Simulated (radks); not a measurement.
Values are calculated unless marked as measured or tabulated.
Problem. Species: the tin ion Sn4+. Configuration: [Kr] 4d10. Code: a radial shooting solver on a logarithmic mesh with Libxc functionals. Model: Dirac Kohn-Sham, LDA (Slater exchange, Perdew-Wang correlation), spin-unpolarised, spherical densities, finite nucleus; Fermi nuclear charge, rms radius 4.6519 fm.

Spin-orbit splittings of the eigenvalues, e(l+1/2) - e(l-1/2), with zeta = 2 splitting/(2l+1) and mean radii in bohr:

| shell | occ. | splitting (eV) | zeta (eV) | <r> j=l-1/2 | <r> j=l+1/2 |
|---|---|---|---|---|---|
| 2p | 6 | 230.3 | 153.5 | 0.1058 | 0.1112 |
| 3p | 6 | 42.05 | 28.03 | 0.3302 | 0.3415 |
| 3d | 10 | ? | ? | 0.3127 | 0.3163 |
| 4p | 6 | 7.683 | 5.122 | 0.8631 | 0.8928 |
| 4d | 10 | 1.088 | 0.4353 | 1.063 | 1.075 |
| 5p | 0 | 1.102 | 0.7345 | 2.262 | 2.323 |

Estimate the 3d splitting.

Solution. 8.690 eV (zeta = 3.476 eV).
